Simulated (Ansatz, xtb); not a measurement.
**CH3OSn−: which of two structures lies lower**

Structure X: a singlet given by its coordinates. Structure Y: `[CH3][Sn-]=[O]`, a singlet. Both are isolated ions in the gas phase, relaxed with B3LYP-D3(BJ)/def2-SVPD.

X (Å):

```yaml
atoms:
  - { symbol: C, position_ang: [-1.3418, 3.2549, 0.6778] }
  - { symbol: O, position_ang: [-2.0674, 0.1505, 0.7092] }
  - { symbol: Sn, position_ang: [-0.3732, 1.4455, 0.6128] }
  - { symbol: H, position_ang: [-0.7836, 4.2021, 0.6483] }
  - { symbol: H, position_ang: [-2.4326, 3.3934, 0.7429] }
  - { symbol: H, position_ang: [-2.8545, 0.7077, 0.7577] }
```

Close contacts (Å): C1–Sn3 2.05, O2–Sn3 2.13, C1–H4 1.10, C1–H5 1.10, O2–H6 0.97.

Y (Å):

```xyz
6

C     1.2322   -0.9569    0.3445
O    -1.1611    0.9215   -0.8520
Sn    0.6263    1.2093   -0.1907
H     2.0551   -1.3134   -0.3029
H     0.3518   -1.6025    0.1909
H     1.5720   -1.0470    1.3931
```

Quicker runs give these differences E(Y) − E(X): GFN2-xTB −20.73 kcal/mol; HF/STO-3G −6.78 kcal/mol (at GFN2-xTB geometries); r2SCAN-D4/def2-SVPD +0.59 kcal/mol (at GFN2-xTB geometries).

Problem. Which of the two would you expect CCSD(T)/def2-SVPD + ΔMP2/def2-TZVPPD electronic energies to favour?

Solution. Too close to call at this level: CCSD(T)/def2-SVPD + ΔMP2/def2-TZVPPD gives E(Y) − E(X) = −0.42 kcal/mol.

Level by level:

```tsv
level	geometry	E(Y) − E(X) (kcal/mol)	departure from the last row (kcal/mol)	job, with rough time for the two
GFN2-xTB	GFN2-xTB	−20.73	−20.30	optimisation, 0.41 s
HF/STO-3G	GFN2-xTB	−6.78	−6.36	single point, 2.5 s
r2SCAN-D4/def2-SVPD	GFN2-xTB	+0.59	+1.02	single point, 7.8 s
B3LYP-D3(BJ)/def2-SVPD	B3LYP-D3(BJ)/def2-SVPD	−0.43	0.00	optimisation, 2.4 min
HF/def2-SVPD	B3LYP-D3(BJ)/def2-SVPD	+6.43	+6.86	part of the CCSD(T) run
MP2/def2-SVPD	B3LYP-D3(BJ)/def2-SVPD	−3.82	−3.40	part of the CCSD(T) run
CCSD(T)/def2-SVPD	B3LYP-D3(BJ)/def2-SVPD	−0.83	−0.40	single point
CCSD(T)/def2-SVPD + ΔMP2/def2-TZVPPD	B3LYP-D3(BJ)/def2-SVPD	−0.42		single point, 91 s
```

The largest departure from CCSD(T)/def2-SVPD + ΔMP2/def2-TZVPPD is that of GFN2-xTB, 20.30 kcal/mol. The last row adds to CCSD(T) the change of the MP2 difference between the two basis sets, here +0.40 kcal/mol.

With harmonic frequencies from B3LYP-D3(BJ)/def2-SVPD (ideal gas, rigid rotor, one conformer each, 298.15 K, 1 atm): on the last row, ΔE + ΔZPE = −0.17 kcal/mol. A mode under 50 cm⁻¹ makes harmonic enthalpies and free energies unreliable, so none is given.

The T1 diagnostic of structure Y is large, so the coupled-cluster value is less sure. The correlated steps freeze 6 core orbitals; the filled d shell of Sn is correlated, in a basis made for valence electrons. Atoms past krypton carry core potentials in the def2 sets, other sets are all-electron and non-relativistic, and no spin–orbit term is included. Run with Ansatz 0.2.0, xtb 6.7.1; the last row on 1 thread of Intel(R) Xeon(R) Processor @ 2.50GHz (Skylake/Cascade Lake) on a shared host.
